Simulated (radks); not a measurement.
Question: The lanthanum ion La+, 56 electrons, occupied as [Xe] 4f1 5d1 (not the ground configuration). Calculated with a radial shooting solver on a logarithmic mesh with Libxc functionals: Dirac Kohn-Sham, BLYP, spin-unpolarised, spherical densities, finite nucleus; open shells are shared between the two j in proportion to 2j + 1; Fermi nuclear charge, rms radius 4.855 fm. Some entries of the table are withheld. Estimate them.

orbital      occ.  eigenvalue (eV)  <r> (bohr)  <1/r> (bohr^-1)
1s1/2           2        -38718.76     0.02507            62.01
2s1/2           2        -6158.941      0.1070            14.59
2p1/2           2        -5809.221     0.08989            14.57
2p3/2           4        -5395.874     0.09599            13.25
3s1/2           2        -1313.973      0.2849            5.253
3p1/2           2        -1166.418      0.2747            5.167
3p3/2           4        -1085.857      0.2867            4.837
3d3/2           4        -827.1784      0.2577            4.701
3d5/2           6        -809.9327      0.2615            4.617
4s1/2           2        -262.7842      0.6556            2.167
4p1/2           2              (1)         (2)              (3)
4p3/2           4              (4)         (5)              (6)
4d3/2           4        -102.7923      0.7676            1.730
4d5/2           6         -99.8576      0.7775            1.703
5s1/2           2         -39.5997       1.591              (7)
5p1/2           2         -25.4183       1.808           0.7269
5p3/2           4         -23.1113       1.897           0.6880
5d3/2         0.4          -6.2019       3.155              (8)
5d5/2         0.6          -6.0524       3.215              (9)
4f5/2    0.428571          -3.6913       1.498            1.008
4f7/2    0.571429          -3.4742       1.546           0.9890

Answer: 
(1) 4p1/2 eigenvalue (eV): -208.5852
(2) 4p1/2 <r> (bohr): 0.6765
(3) 4p1/2 <1/r> (bohr^-1): 2.062
(4) 4p3/2 eigenvalue (eV): -191.5393
(5) 4p3/2 <r> (bohr): 0.7040
(6) 4p3/2 <1/r> (bohr^-1): 1.954
(7) 5s1/2 <1/r> (bohr^-1): 0.8341
(8) 5d3/2 <1/r> (bohr^-1): 0.4126
(9) 5d5/2 <1/r> (bohr^-1): 0.4043
